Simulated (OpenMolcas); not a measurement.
## Lines of neutral silicon: computed and rescaled rates

```
Program             : OpenMolcas 26.06
Method              : SS-CASPT2, IPEA 0.25 Eh, imaginary shift 0.1 Eh (closed shells correlated: 2s 2p)
Basis               : ANO-RCC-VTZP [5s4p2d1f]
Scalar Hamiltonian  : DKH2, point nucleus
Active space        : 4 electrons in 4 orbitals (3s 3p)
State averaging     : 2S+1 = 3 even, 6 roots (3 in the spin-orbit step); 2S+1 = 1 even, 6 roots kept (CI in the orbitals of an earlier block); 2S+1 = 5 odd, 1 root; 2S+1 = 3 odd, 8 roots kept (CI in the orbitals of an earlier block)
Spin-orbit coupling : state interaction with AMFI integrals over the reference wave functions, term energies averaged over their components
```

Rates come from the transition moments of the reference wave functions (E1 and E2 in the length form). At fixed line strength A goes as λ^-3 for E1 and M1 and as λ^-5 for E2, so a rate at the computed wavelength can be rescaled to the measured one. Measured vacuum wavelengths follow from level energies in NIST Handbook of Basic Atomic Spectroscopic Data. Branching counts decays inside the model space alone, at computed energies, and the table is only a selection of the E2 and M1 lines, drawn from those between levels with measured partners whose computed energy lies within a factor of 1.5 of the measured one.

```tsv
Upper	Lower	Type	λ computed (nm)	λ measured (nm)	A computed (s-1)	A rescaled (s-1)	Branching %
3s² 3p² ¹S₀	3s² 3p² ¹D₂	E2	1275	1099	4.00e-01	8.41e-01	93.5
3s² 3p² ¹S₀	3s² 3p² ³P₁	M1	731.6	652.9	2.73e-02		6.4
3s² 3p² ¹D₂	3s² 3p² ³P₂	M1	1755	1646	2.03e-03		73.2
3s² 3p² ¹D₂	3s² 3p² ³P₁	M1	1716	1607	7.26e-04		26.1
3s² 3p² ³P₂	3s² 3p² ³P₁	M1	76330	68470	3.05e-05	4.23e-05	100.0
3s² 3p² ¹D₂	3s² 3p² ³P₂	E2	1755	1646	1.63e-05		0.6
```

Spin-changing lines and M1 lines between different terms are not rescaled, since their strength hangs on the term gaps too.

The largest correction is for 3s² 3p² ¹S₀ → 3s² 3p² ¹D₂ (E2): 4.00e-01 × (1275 / 1099)^5 = 8.41e-01 s-1, a factor of 2.10.

No measured rate stands beside these. Rescaling mends the energy factor alone: line strengths can still be far off where a level mixes with configurations outside the active space, and weak or spin-changing lines hang on small mixing coefficients that depend on the term gaps too, so rescaling need not improve them.

Term energies are means over components that CASPT2 splits; among the terms shown or strongly mixed into the levels shown the widest spread is 16 cm-1 (3s² 3p² ¹D). Over all roots computed the reference weight is 0.85 to 0.98; the roots of lowest weight are the least certain, and an intruder state may touch them. Terms from blocks run as CI alone lack orbitals of their own. Measured partners are found by configuration, term and J. A level has none where our copy of the source lacks it or the pairing is in doubt (some pairs that miss far off the trend of their configuration count as doubtful). Levels of configurations outside the active space are missing.
